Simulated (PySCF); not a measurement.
# One molecule, several mistakes: B2H3O cation

All numbers below are calculated, not measured. They come from PySCF 2.14.0, an open-source quantum chemistry program, on an isolated molecule that a program drew, which may never have been made. The molecule is B2H3O cation (charge +1, singlet), drawn as the SMILES string `B[B+]O`.

Each row is a Hartree-Fock (HF) and frozen-core CCSD(T) single point in the cc-pVDZ basis, meant for a local HF minimum. Run 1 is clean. Each other run has one planted mistake out of seven kinds, and not every kind appears here: one electron removed, one electron added, multiplicity raised by two, geometry at a saddle point, minimal basis STO-3G, one bond length entered in bohr, all coordinates scaled. The reference is restricted for singlets and unrestricted otherwise, and also for a bond in bohr. Adding or removing an electron swaps singlet and doublet. Electrons count all cores. HOMO and LUMO are orbital energies over both spins, the gradient is its largest component, and the lowest frequency (negative if imaginary) is given only where the gradient is small. Bond lengths are over the 5 bonds as drawn. T1 is the CCSD diagnostic: over 0.02 (restricted) or 0.045 (unrestricted) a single reference is doubtful.

Geometry of the clean run:
```xyz
6
B2H3O cation, angstrom
B    -0.3704   -0.1910   -0.8519
B    -1.3881   -1.1760    0.1443
O    -2.1325   -1.8115    0.8919
H     0.2384   -0.7354   -1.7115
H    -0.3473    0.9696   -0.6099
H    -2.4679   -2.6827    1.0921
```

| run | electrons | basis functions | <S^2> | HOMO (eV) | LUMO (eV) | gradient (hartree/bohr) | lowest frequency (cm^-1) | mean bond (Å) | longest bond (Å) | T1 | HF (hartree) | CCSD(T) (hartree) | mistake |
|---|---|---|---|---|---|---|---|---|---|---|---|---|---|
| 1 | 20 | 57 | 0.000 | -19.80 | -5.29 | 3.3e-05 | 223 | 1.2579 | 1.732 | 0.0163 | -125.71941 | -126.07612 | no fault |
| 2 | 20 | 57 | 0.000 | -15.35 | -5.57 | 3.5e-02 | - | 1.5660 | 3.272 | 0.0255 | -125.59625 | -125.95271 | one bond length entered in bohr |
| 3 | 19 | 57 | 0.764 | -27.99 | -17.38 | 1.0e-01 | - | 1.2579 | 1.732 | 0.0960 | -125.03704 | -125.37280 | one electron removed |
| 4 | 21 | 57 | 0.756 | -6.66 | 2.60 | 7.1e-02 | - | 1.2579 | 1.732 | 0.0150 | -125.93791 | -126.31339 | ? |

**Which mistake was planted in run 4, and what did it cost?**

It counts 21 electrons, one more than the clean run, at the same geometry and basis. So the mistake is: one electron added. Subtracting run 1 and multiplying by 627.51 kcal/mol a hartree, the energy moved by -137.1 kcal/mol in HF and -148.9 kcal/mol in CCSD(T).

Cautions from the logs. Run 3: T1 is over the limit, so its CCSD(T) energy is less reliable.
